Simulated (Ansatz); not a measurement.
`CCB(S)S` and `FB(S)S` differ in one atom or group.

Ansatz, PBE0-D4/def2-TZVP geometries, multiplicity 1. Each molecule was computed in one conformer, which needn't be the lowest.

```csv
property,`CCB(S)S`
size of the dipole moment (B3LYP/def2-TZVPP) / D,0.54
HOMO–LUMO gap (PBE0/def2-TZVPP) / eV,6.90
"ideal-gas entropy at 298 K and 1 bar (rigid rotor, harmonic PBE0-D4/def2-TZVP) / J/(mol·K)",358
HOMO energy (PBE0/def2-TZVPP) / eV,-7.43
HOMO–LUMO gap (B3LYP/def2-TZVPP) / eV,6.49
size of the dipole moment (PBE/def2-TZVPP) / D,0.55
```

Q: Give the same properties after the change, and the shifts. (Best estimate.)

A: Computed: 
```tsv
property	`FB(S)S`	shift
size of the dipole moment (B3LYP/def2-TZVPP) / D	0.66	0.12
HOMO–LUMO gap (PBE0/def2-TZVPP) / eV	7.35	0.45
ideal-gas entropy at 298 K and 1 bar (rigid rotor, harmonic PBE0-D4/def2-TZVP) / J/(mol·K)	304	-54
HOMO energy (PBE0/def2-TZVPP) / eV	-7.69	-0.26
HOMO–LUMO gap (B3LYP/def2-TZVPP) / eV	6.91	0.42
size of the dipole moment (PBE/def2-TZVPP) / D	0.72	0.17
```

With PBE0 the HOMO falls by 0.26 eV and the LUMO rises by 0.19 eV, so the gap widens by about 0.45 eV. PBE moves the HOMO by -0.22 eV and ωB97M-V by -0.25 eV. The zero-point energy changes by -166.5 kJ/mol with -18 modes. Dipoles are sizes alone; their direction can turn. Modes under 60 cm⁻¹, often nearly free rotors, make the harmonic entropy too high.

B3LYP here is the variant with VWN-RPA as its local correlation; programs differ in this.
